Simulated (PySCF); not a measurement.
Estimate the missing entries of this data sheet.

Compound: (Z)-1,2,3,3,3-pentafluoropropene, C3HF5.
SMILES: `F/C=C(\F)C(F)(F)F`

Conformer (atom-mapped SMILES and torsion angles): `[F:1]/[CH:2]=[C:3](\[F:4])[C:5]([F:6])([F:7])[F:8]`: C2–C3–C5–F6 119°.

```tsv
property	level	value
point group	PBE0-D3(BJ)/def2-SVP	Cs
rotational constants A, B, C	PBE0-D3(BJ)/def2-SVP	3.482, 1.418, 1.221 GHz
dipole moment	PBE0/def2-SVPD	1.57 D
HOMO energy	PBE0/def2-SVPD	-8.47 eV
LUMO energy	PBE0/def2-SVPD	-0.78 eV
lowest singlet excitation	TDDFT PBE0/def2-SVPD	7.00 eV (177 nm, f = 0.013)
strongest line among the 10 lowest singlet transitions	TDDFT PBE0/def2-SVPD	?
lowest triplet excitation (Tamm–Dancoff)	TDA PBE0/def2-SVPD	?
static isotropic polarisability	PBE0/def2-SVPD	?
vertical ionisation energy	ΔSCF PBE0/def2-SVPD	?
electronic spatial extent ⟨r²⟩ about the centre of nuclear charge	PBE0/def2-SVPD	884 bohr²
13C chemical shifts (computed TMS as zero) by class	GIAO HF/pcSseg-2	146.2 (1 C), 144.6 (1 C), 111.7 (1 C) ppm
1H chemical shifts (computed TMS as zero) by class	GIAO HF/pcSseg-2	7.00 (1 H) ppm
isotropic shieldings of nuclei other than C and H, by class	GIAO HF/pcSseg-2	300 (3 F), 377 (1 F), 387 (1 F) ppm
largest of the computed one-bond spin–spin couplings (means over like bonds)	B3LYP/pcJ-1	19F–13C -347.9, 19F–13C -339.9 (×3), 19F–13C -335.0, 13C–1H +215.6, 13C–13C +115.4, 13C–13C +102.8 Hz
```

The electronic properties come from PySCF, for the isolated species, density fitting. Geometry: PBE0-D3(BJ)/def2-SVP; no solvent or vibrations. NMR classes are plain means over equivalent atoms (diastereotopic ones count apart unless rotation or inversion swaps them), as if these changed places fast; in this geometry the members of some classes differ.

Question: What is the vertical ionisation energy?

Answer: 10.94 eV.

Question: What is the static isotropic polarisability?

Answer: 41.4 au.

Question: The strongest line among the 10 lowest singlet transitions?

Answer: S2 at 7.57 eV (164 nm, f = 0.377).

Question: The lowest triplet excitation (Tamm–Dancoff)?

Answer: 4.29 eV.

The 10 singlets span 7.00 to 9.98 eV, and their oscillator strengths add up to 0.44. The ΔSCF ionisation energy exceeds −ε(HOMO) by 2.47 eV with PBE0. The rotational constants make it an asymmetric top with κ = (2B − A − C)/(A − C) = -0.83, nearer the prolate limit (−1). No computed singlet falls in the visible range (750 to 380 nm, 1.65 to 3.26 eV); S1 lies 3.74 eV above its blue end. The vertical singlet–triplet gap S1 − T1 is 2.71 eV (TDDFT singlet less Tamm–Dancoff triplet; S1: HOMO→LUMO+1, weight 0.94; T1: HOMO→LUMO, weight 0.97). With B = h/(8π²I), that is 505.379 GHz u Å² over I, the principal moments of inertia are 145.2, 356.3 and 413.9 u Å² (most abundant isotopes); the inertial defect Ic − Ia − Ib is -87.6 u Å² (zero for a rigid planar frame, negative otherwise).
